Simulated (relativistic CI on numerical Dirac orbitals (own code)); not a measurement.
# Transition arrays of Pd XXV

Computed by Dirac-Coulomb-Breit CI, orbitals from a KLI potential per configuration, model QED (radiative potential, 1s self-energy scaled to tabulated hydrogen-like ionisation energies), valence Slater integrals scaled by 0.9, whole transition arrays (own radial code, finite nucleus).

Configurations in the expansion (outside the closed core [Ne] 3s2): 3p⁶3d⁴, 3p⁶3d³4f, 3p⁵3d⁵, 3p⁶3d³4p, 3p⁶3d³5f. Levels of other configurations are missing.

All E1 lines from the levels of 3p⁶3d⁴; mean and standard deviation are weighted by gf, and upper levels are sorted by their leading configuration.

| Upper configuration | Lines | Σgf | Mean (eV) | Mean (nm) | σ (eV) | Strongest line (nm) |
| --- | --- | --- | --- | --- | --- | --- |
| 3p⁶3d³4f | 2825 | 653.0 | 664.40 | 1.866 | 6.49 | 1.852 |
| 3p⁵3d⁵ | 3245 | 229.3 | 200.39 | 6.187 | 17.34 | 5.643 |
| 3p⁶3d³4p | 1718 | 32.4 | 532.33 | 2.329 | 6.20 | 2.323 |
| 3p⁶3d³5f | 2825 | 194.9 | 861.88 | 1.439 | 6.99 | 1.432 |

Σgf per state of the lower configuration in bins of 0.2 nm over the central range (centre: value): 1.5: 0.93, 1.9: 3.11, 2.3: 0.15, 5.5: 0.06, 5.7: 0.21, 5.9: 0.22, 6.1: 0.15, 6.3: 0.10, 6.5: 0.08, 6.7: 0.06, 6.9: 0.08.

**Question.** How do configuration mixing and the scaling of the Slater integrals move the arrays?

**Answer.** Slater scale 0.9, no configuration mixing: 3p⁶3d³4f 664.4 ± 6.5 eV (Σgf 640.9), 3p⁵3d⁵ 200.7 ± 17.4 eV (Σgf 241.6), 3p⁶3d³4p 532.5 ± 6.1 eV (Σgf 32.0), 3p⁶3d³5f 861.7 ± 7.0 eV (Σgf 159.4); Slater scale 1: 3p⁶3d³4f 665.3 ± 7.1 eV (Σgf 657.2), 3p⁵3d⁵ 202.8 ± 18.3 eV (Σgf 230.5), 3p⁶3d³4p 532.4 ± 6.8 eV (Σgf 32.4), 3p⁶3d³5f 862.2 ± 7.6 eV (Σgf 196.4); Slater scale 0.8: 3p⁶3d³4f 663.5 ± 5.9 eV (Σgf 648.8), 3p⁵3d⁵ 198.0 ± 16.5 eV (Σgf 228.1), 3p⁶3d³4p 532.3 ± 5.6 eV (Σgf 32.3), 3p⁶3d³5f 861.5 ± 6.4 eV (Σgf 193.5). With mixing, levels are counted to their leading configuration, so an array can shrink or vanish into another, and the sums then hold other lines.
